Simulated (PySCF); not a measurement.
# Magnetic susceptibility: `N[Si@H]([SiH3])[SiH2]F`, FH$_{8}$NSi$_{3}$

Molfile (atoms numbered from 1):
```
FH8NSi3
     RDKit          3D

 13 12  0  0  0  0  0  0  0  0999 V2000
   -0.3639    1.8678    0.2943 N   0  0  0  0  0  0  0  0  0  0  0  0
   -0.0717    0.3854   -0.5767 Si  0  0  2  0  0  4  0  0  0  0  0  0
   -1.7321   -1.1466    0.0431 Si  0  0  0  0  0  4  0  0  0  0  0  0
    2.0169   -0.3418    0.1948 Si  0  0  0  0  0  4  0  0  0  0  0  0
    2.5359   -1.6126   -0.6918 F   0  0  0  0  0  0  0  0  0  0  0  0
   -1.3108    2.2271    0.3561 H   0  0  0  0  0  0  0  0  0  0  0  0
    0.2923    2.6354    0.1913 H   0  0  0  0  0  0  0  0  0  0  0  0
   -0.0496    0.4802   -2.0792 H   0  0  0  0  0  0  0  0  0  0  0  0
   -3.0918   -0.5945   -0.2569 H   0  0  0  0  0  0  0  0  0  0  0  0
   -1.6472   -1.4291    1.5093 H   0  0  0  0  0  0  0  0  0  0  0  0
   -1.5575   -2.4268   -0.7090 H   0  0  0  0  0  0  0  0  0  0  0  0
    3.0450    0.7401    0.0903 H   0  0  0  0  0  0  0  0  0  0  0  0
    1.9295   -0.7857    1.6178 H   0  0  0  0  0  0  0  0  0  0  0  0
  1  2  1  0
  2  3  1  0
  2  4  1  0
  4  5  1  0
  1  6  1  0
  1  7  1  0
  2  8  1  6
  3  9  1  0
  3 10  1  0
  3 11  1  0
  4 12  1  0
  4 13  1  0
M  END
```

Theory: PySCF, GIAO B3LYP/pcseg-1 magnetisability, rotational g tensor and spin-rotation constants, non-relativistic, gas phase. Geometry: PBE0-D3(BJ)/def2-SVP.

(1) How diamagnetic is it, and how anisotropic?

(2) Split it along the inertial axes a, b, c into diamagnetic and paramagnetic parts about the centre of mass, with the quadrupole moment.

(3) And the rotational g tensor?

## Answers

(1) Isotropic -1170 × 10⁻³⁰ J/T², or -70.5 × 10⁻⁶ cm³/mol; principal values -1360, -1086, -1064 × 10⁻³⁰ J/T², anisotropy 286 × 10⁻³⁰ J/T² (root of half the summed squared differences of the principal values). The susceptibility is in cgs units.

(2) 
| axis | χ (10⁻⁶ cm³/mol) | diamagnetic (10⁻⁶ cm³/mol) | paramagnetic (10⁻⁶ cm³/mol) | summed x² of all electrons (Å²) | quadrupole Θ (D Å) |
| --- | --- | --- | --- | --- | --- |
| a | -67.8 | -542.2 | 474.4 | 194.6 | -2.82 |
| b | -74.8 | -954.4 | 879.7 | 97.4 | +5.87 |
| c | -68.8 | -1238.8 | 1170.0 | 30.4 | -3.05 |

Anisotropies 2χaa − χbb − χcc = +8.1 and 2χbb − χaa − χcc = -13.0 × 10⁻⁶ cm³/mol. Θ is traceless in Buckingham's convention.

(3) 
```csv
axis,rotational constant (GHz),g,nuclear part,electronic part
a,2.8663,-0.0384,0.6004,-0.6388
b,1.3762,-0.0172,0.5515,-0.5687
c,1.0296,-0.0132,0.5527,-0.5659
```
Asymmetric top; isotopes 19F, 1H, 14N, 28Si; no vibrational averaging.
